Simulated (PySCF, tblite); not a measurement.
CH11NSi3.
Z-matrix (Å and degrees, GFN2-xTB geometry), rows numbered from 1:
```
C 
Si  1  1.9106
Si  2  2.3176  1  108.43
Si  2  2.3201  1  110.03  3   127.53
N   4  1.7268  2  107.13  1    56.62
H   1  1.0869  2  110.94  3   -64.19
H   1  1.0868  2  111.69  3    55.75
H   1  1.0863  2  111.55  3   176.16
H   2  1.4861  1  104.02  3  -115.26
H   3  1.4667  2  112.22  1    65.12
H   3  1.4654  2  112.07  1  -175.75
H   3  1.4661  2  114.63  1   -55.21
H   4  1.4672  2  116.16  1   -57.72
H   4  1.4785  2  111.32  1  -178.78
H   5  1.0077  4  119.25  2  -175.85
H   5  1.0070  4  118.77  2    46.19
```

Computed, not measured: CAM-B3LYP/def2-SVPD in PySCF (dipole) on a GFN2-xTB geometry, gas phase.

Take the most abundant isotopes and a rigid rotor. The values belong to one conformer with, in the numbering `[CH3:1][Si@@H:2]([SiH3:3])[SiH2:4][NH2:5]`, C1–Si2–Si4–N5 57°, Si2–Si4–N5–H -176° and 46°.

Problem. Give the principal moments of inertia and the rotational constants in MHz.

Solution. Ia = 138.57, Ib = 426.40, Ic = 521.91 u·Å²; 505379 MHz·u·Å²/I gives A = 3647, B = 1185, C = 968.3 MHz.

Problem. Classify the top.

Solution. An asymmetric top: κ = (2 × 1185 − 3647 − 968.3)/(3647 − 968.3) = -0.84.

Problem. What does the inertial defect say?

Solution. Not planar: Δ = Ic − Ia − Ib = -43.05 u·Å². For a rigid frame Δ = −2 Σ m c², so Σ m c² = 21.52 u·Å² lies off the ab plane: 12.73 from hydrogen and 8.80 from heavier atoms. The atom farthest from that plane is 1.86 Å away.

Problem. Give the coordinates in the principal-axis frame, origin at the centre of mass.

Solution. The sense of each axis is arbitrary; atoms in the order of the calculation.
```
atom  mass (u)   a (Å)   b (Å)   c (Å)
  C1    12.000  -0.364  -2.109   0.410
 Si2    27.977  -0.375  -0.379  -0.401
 Si3    27.977  -2.412   0.629   0.050
 Si4    27.977   1.507   0.814   0.246
  N5    14.003   2.884  -0.132  -0.191
  H6     1.008  -0.423  -2.031   1.492
  H7     1.008  -1.205  -2.713   0.080
  H8     1.008   0.544  -2.655   0.173
  H9     1.008  -0.304  -0.665  -1.858
 H10     1.008  -2.594   0.894   1.481
 H11     1.008  -2.545   1.925  -0.621
 H12     1.008  -3.584  -0.152  -0.356
 H13     1.008   1.685   1.007   1.689
 H14     1.008   1.513   2.170  -0.343
 H15     1.008   3.804   0.189   0.066
 H16     1.008   2.917  -0.545  -1.109
```

Problem. Predict some low-J microwave lines.

Solution. The dipole components are |μa| = 1.17 D, |μb| = 0.53 D, |μc| = 0.54 D. The squared components, which scale the intensities, stand as 1.00 : 0.20 : 0.21 (a : b : c). Some lines, for components of 0.1 D or more:

```csv
type,branch,"J(Ka,Kc)",MHz,lower level (cm⁻¹)
a,Q,"2(1,1) ← 2(1,2)",651,0.290
a,Q,"3(1,2) ← 3(1,3)",1301,0.495
c,Q,"3(1,3) ← 3(0,3)",1980,0.429
c,Q,"2(1,2) ← 2(0,2)",2259,0.215
b,Q,"2(1,1) ← 2(0,2)",2910,0.215
b,Q,"3(1,2) ← 3(0,3)",3281,0.429
b,R,"3(0,3) ← 2(1,2)",4147,0.290
a,R,"3(1,3) ← 2(1,2)",6127,0.290
b,R,"2(1,2) ← 1(0,1)",6552,0.072
c,Q,"3(2,2) ← 3(1,2)",7069,0.538
c,R,"2(1,1) ← 1(0,1)",7203,0.072
b,Q,"2(2,0) ← 2(1,1)",7400,0.312
b,Q,"3(2,2) ← 3(1,3)",8370,0.495
b,R,"3(1,3) ← 2(0,2)",8386,0.215
c,R,"2(2,0) ← 1(1,0)",11924,0.161
c,R,"2(2,1) ← 1(1,1)",12127,0.154
c,Q,"3(3,1) ← 3(2,1)",12792,0.776
b,Q,"3(3,0) ← 3(2,1)",12793,0.776
b,R,"3(3,1) ← 2(2,0)",19308,0.559
c,R,"3(3,0) ← 2(2,0)",19308,0.559
```

Problem. Estimate the classical rotational partition function at 100 K, 200 K and 298.15 K.

Solution. Point group C1, symmetry number σ = 1; q = (√π/σ)·√((kT/h)³/(ABC)), k/h = 20836.6 MHz/K: 82400 at 100 K, 233000 at 200 K, 424000 at 298.15 K.

Its lowest GFN2-xTB frequency is 10 cm⁻¹, too small to tell a flat minimum from a shallow saddle. These are rigid-rotor constants of the computed structure; measured ground-state constants (B0) also hold zero-point vibration. A rigid rotor knows nothing of inversion at nitrogen or internal rotation, which can split or shift real lines. Quadrupole hyperfine structure (14N) is left out.
